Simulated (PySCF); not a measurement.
Coordinates in bohr (charge 0 multiplicity 1):
```
W     0.0000    0.4934    0.2594
S     0.0000   -3.0413   -1.4858
H     0.0000    0.5558    3.5762
H     2.7470    1.5066   -0.9665
H     0.0000    2.8689   -1.8781
H    -2.7470    1.5066   -0.9665
```

Computed with PBE0 in PySCF with W def2-TZVP with ECP60, S def2-TZVP, H def2-TZVP; scalar-relativistic core potentials, no spin–orbit coupling; density-fitted integrals.

This geometry of H4WS is a stationary point at this level.

Task: What is the point group?

Result: Cs.

Task: Is it a minimum?

Result: Yes: all harmonic wavenumbers are real.

Task: Which band is strongest in the infrared?

Result: 1898 cm⁻¹ (a'), 243 km/mol.

Task: Give the atomic charges and bond orders.

Result: 
```json
{"atom": "W1", "Mulliken": "0.27", "Löwdin": "-0.10", "polar tensor": "0.85", "Mayer order to W1": "–"}
{"atom": "S2", "Mulliken": "-0.22", "Löwdin": "0.22", "polar tensor": "-0.39", "Mayer order to W1": "2.46"}
{"atom": "H3", "Mulliken": "-0.13", "Löwdin": "-0.13", "polar tensor": "-0.28", "Mayer order to W1": "0.94"}
{"atom": "H4,6", "Mulliken": "0.02", "Löwdin": "0.00", "polar tensor": "-0.09", "Mayer order to W1": "0.96"}
{"atom": "H5", "Mulliken": "0.05", "Löwdin": "0.01", "polar tensor": "-0.01", "Mayer order to W1": "0.91"}
```

Stability towards spin polarisation was not tested. This need not be the most stable arrangement of these atoms. Spin–orbit coupling, left out here, can matter for elements this heavy.
